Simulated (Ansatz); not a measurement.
System: dichloro(ethynyl)borane, C₂HBCl₂, net charge 0, singlet state. SMILES: C#CB(Cl)Cl
Geometry: optimised at B3LYP-D3(BJ)/def2-TZVP (Ansatz, a program for electronic structure).

Atomisation energy built up term by term with Ansatz (kcal/mol; UHF references for open shells; valence terms freeze the core; atomic spin-orbit terms are left out). CBS marks a two-point X^-3 extrapolation of the correlation energy; Hartree-Fock from the larger set (for Q and 5 zeta extrapolated as (X+1)exp(-9√X)).

```
term                                            basis  kcal/mol
-----------------------  ----------------------------  --------
Hartree-Fock             CBS(cc-pV(Q+d)Z,cc-pV(5+d)Z)    454.56
CCSD correlation         CBS(cc-pV(Q+d)Z,cc-pV(5+d)Z)    140.65
(T)                      CBS(cc-pV(Q+d)Z,cc-pV(5+d)Z)     16.69
core correlation                            cc-pwCVTZ      3.91
scalar relativity (X2C)    cc-pVTZ-DK against cc-pVTZ     -0.76
sum: De                                                   615.1
```

(T) makes 2.7 % of the CCSD(T) atomisation energy; under 5 % is typical of single-reference molecules.
